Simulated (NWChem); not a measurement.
System: CH3BClFO; SMILES COB(F)Cl

Input file for NWChem:

```
start job
memory heap 200 mb stack 900 mb global 1100 mb
geometry units angstroms noautoz
  B      0.541771     0.162151     0.000000
  F      1.728361     0.751262     0.000000
  Cl    -0.899972     1.212141     0.000000
  O      0.491866    -1.173646     0.000000
  C     -0.677427    -1.987695     0.000000
  H     -0.652856    -2.621599    -0.890735
  H     -0.652856    -2.621599     0.890735
  H     -1.591324    -1.388031     0.000000
end
basis spherical
  * library def2-svpd
end
dft
  xc xpbe96 cpbe96
  iterations 150
  mulliken
end
task dft energy
```

Parts of the log:

```
             Northwest Computational Chemistry Package (NWChem) 7.3.0
             --------------------------------------------------------

 CS  symmetry detected

                             Geometry "geometry" -> ""
                             -------------------------

 Output coordinates in angstroms (scale by  1.889725989 to convert to a.u.)

  No.       Tag          Charge          X              Y              Z
 ---- ---------------- ---------- -------------- -------------- --------------
    1 B                    5.0000     0.54410174     0.15369323     0.00000000
    2 F                    9.0000     1.73459459     0.73487683     0.00000000
    3 Cl                  17.0000    -0.89060598     1.21327599     0.00000000
    4 O                    8.0000     0.48528838    -1.18174120     0.00000000
    5 C                    6.0000    -0.68940814    -1.98797316     0.00000000
    6 H                    1.0000    -0.66906569    -2.62202695    -0.89073500
    7 H                    1.0000    -0.66906569    -2.62202695     0.89073500
    8 H                    1.0000    -1.59928518    -1.38222701     0.00000000

 Effective nuclear repulsion energy (a.u.)     210.7973330739

      Symmetry information
      --------------------

 Group name             Cs
 Group number              2
 Group order               2
 No. of unique centers     7

  pbe96 is a nonlocal functional; adding pw91lda local functional.

                                 NWChem DFT Module
                                 -----------------

 Summary of "ao basis" -> "ao basis" (spherical)
 ------------------------------------------------------------------------------
       Tag                 Description            Shells   Functions and Types
 ---------------- ------------------------------  ------  ---------------------
 B                         def2-svpd                 8       20   4s2p2d
 F                         def2-svpd                 9       23   4s3p2d
 Cl                        def2-svpd                11       27   5s4p2d
 O                         def2-svpd                 9       23   4s3p2d
 C                         def2-svpd                 8       20   4s2p2d
 H                         def2-svpd                 4        8   2s2p

      Symmetry analysis of basis
      --------------------------

        a'         93
        a"         44

            General Information
            -------------------
          SCF calculation type: DFT
          Wavefunction type:  closed shell.
          No. of atoms     :     8
          No. of electrons :    48
           Alpha electrons :    24
            Beta electrons :    24
          Charge           :     0
          Spin multiplicity:     1
          Use of symmetry is: on ; symmetry adaption is: on
          Maximum number of iterations: 150
          AO basis - number of functions:   137
                     number of shells:    57
          Convergence on energy requested:  1.00D-06
          Convergence on density requested:  1.00D-05
          Convergence on gradient requested:  5.00D-04

              XC Information
              --------------
          PerdewBurkeErnzerhof Exchange Functional  1.000
            Perdew 1991 LDA Correlation Functional  1.000 local
           PerdewBurkeErnz. Correlation Functional  1.000 non-local

             Grid Information
             ----------------
          Grid used for XC integration:  medium
          Radial quadrature: Mura-Knowles
          Angular quadrature: Lebedev.
          Tag              B.-S. Rad. Rad. Pts. Rad. Cut. Ang. Pts.
          ---              ---------- --------- --------- ---------
          B                   0.85       49          10.0       434
          F                   0.50       49          12.0       434
          Cl                  1.00       88          11.0       590
          O                   0.60       49          11.0       434
          C                   0.70       49          12.0       434
          H                   0.35       45          13.0       434
          Grid pruning is: on
          Number of quadrature shells:   374
          Spatial weights used:  Erf1

      Superposition of Atomic Density Guess
      -------------------------------------

 Sum of atomic energies:        -696.94815207

      Non-variational initial energy
      ------------------------------

 Total energy =    -698.879013
 1-e energy   =   -1379.763008
 2-e energy   =     470.086662
 HOMO         =      -0.409372
 LUMO         =       0.037730

      Symmetry analysis of molecular orbitals - initial
      -------------------------------------------------

  Numbering of irreducible representations:

     1 a'          2 a"

  Orbital symmetries:

     1 a'          2 a'          3 a'          4 a'          5 a'
     6 a'          7 a'          8 a"          9 a'         10 a'
    11 a'         12 a'         13 a'         14 a'         15 a'
    16 a"         17 a'         18 a"         19 a'         20 a'
    21 a"         22 a'         23 a'         24 a"         25 a'
    26 a'         27 a"         28 a'         29 a'         30 a"
    31 a'         32 a'         33 a"         34 a'

     ---------------------------------------------
      Total Density - Mulliken Population Analysis
     ---------------------------------------------

    Atom       Charge   Shell Charges
 -----------   ------   -------------------------------------------------------
    1 B    5     3.57   1.99  0.75 -0.18 -0.07  1.03 -0.13  0.19  0.00
    2 F    9     9.52   1.99  1.15  0.73  0.07  3.50  1.98  0.09  0.00  0.01
    3 Cl  17    17.59   2.00  1.99  1.24  0.69  0.05  5.94  2.15  3.25  0.24  0.01  0.02
    4 O    8     8.92   1.99  1.09  0.63  0.05  3.04  1.85  0.20  0.01  0.06
    5 C    6     5.35   1.99  0.95 -0.17  0.01  1.84  0.72  0.04 -0.03
    6 H    1     1.00   0.70  0.22  0.02  0.05
    7 H    1     1.00   0.70  0.22  0.02  0.05
    8 H    1     1.04   0.70  0.28  0.02  0.05

   convergence    iter        energy       DeltaE   RMS-Dens  Diis-err
 ---------------- ----- ----------------- --------- --------- ---------
 d= 0,ls=0.0,diis     1   -699.3033721464 -9.10D+02  1.72D-02  1.01D+00
 d= 0,ls=0.0,diis     2   -699.1483857246  1.55D-01  8.73D-03  2.84D+00
 d= 0,ls=0.0,diis     3   -699.4106045732 -2.62D-01  2.08D-03  6.67D-02
 d= 0,ls=0.0,diis     4   -699.4129627042 -2.36D-03  1.13D-03  2.84D-02
 d= 0,ls=0.0,diis     5   -699.4163742992 -3.41D-03  2.14D-04  1.75D-03
  Resetting Diis
 d= 0,ls=0.0,diis     6   -699.4165283397 -1.54D-04  8.27D-05  2.03D-04
 d= 0,ls=0.0,diis     7   -699.4165493606 -2.10D-05  3.50D-05  5.08D-06
 d= 0,ls=0.0,diis     8   -699.4165484084  9.52D-07  2.13D-05  1.48D-05
 d= 0,ls=0.0,diis     9   -699.4165499275 -1.52D-06  3.96D-06  4.47D-07
 d= 0,ls=0.0,diis    10   -699.4165499677 -4.02D-08  9.84D-07  2.59D-08

         Total DFT energy =     -699.416549967734
      One electron energy =    -1382.812287688461
           Coulomb energy =      530.030632749939
    Exchange-Corr. energy =      -57.432228103102
 Nuclear repulsion energy =      210.797333073890

 Numeric. integr. density =       47.999999589376

                  Occupations of the irreducible representations
                  ----------------------------------------------

                     irrep           alpha         beta
                     --------     --------     --------
                     a'               19.0         19.0
                     a"                5.0          5.0

                       DFT Final Molecular Orbital Analysis
                       ------------------------------------

 Vector   22  Occ=2.000000D+00  E=-3.097661D-01  Symmetry=a'
              MO Center= -9.7D-02, -1.1D+00,  1.4D-15, r^2= 2.6D+00
   Bfn.  Coefficient  Atom+Function         Bfn.  Coefficient  Atom+Function
  ----- ------------  ---------------      ----- ------------  ---------------
    75      0.374915  4 O  px                76     -0.280807  4 O  py
   130      0.261455  8 H  s                 78      0.239188  4 O  px
    55      0.216321  3 Cl px                98     -0.212189  5 C  px
    52      0.180307  3 Cl px                 6     -0.169089  1 B  py
    73      0.165434  4 O  s                131      0.165952  8 H  s

 Vector   23  Occ=2.000000D+00  E=-2.936446D-01  Symmetry=a'
              MO Center= -6.8D-01,  9.9D-01,  5.7D-17, r^2= 1.9D+00
   Bfn.  Coefficient  Atom+Function         Bfn.  Coefficient  Atom+Function
  ----- ------------  ---------------      ----- ------------  ---------------
    56      0.485153  3 Cl py                53      0.376306  3 Cl py
    55      0.338419  3 Cl px                52      0.266947  3 Cl px
    50      0.217128  3 Cl py                49      0.153628  3 Cl px
    75     -0.144112  4 O  px                76      0.110550  4 O  py
    25     -0.106731  2 F  px                78     -0.105914  4 O  px

 Vector   24  Occ=2.000000D+00  E=-2.907814D-01  Symmetry=a"
              MO Center= -2.3D-01, -4.9D-01,  4.7D-15, r^2= 3.4D+00
   Bfn.  Coefficient  Atom+Function         Bfn.  Coefficient  Atom+Function
  ----- ------------  ---------------      ----- ------------  ---------------
    77      0.443208  4 O  pz                57     -0.377097  3 Cl pz
    54     -0.298637  3 Cl pz                80      0.296367  4 O  pz
   100     -0.183353  5 C  pz                51     -0.171421  3 Cl pz
   114      0.172078  6 H  s                122     -0.172078  7 H  s
   115      0.107237  6 H  s                123     -0.107237  7 H  s

[...]
```

Level: PBE/def2-SVPD. Geometry: optimised at B3LYP/6-31G* (spherical d).
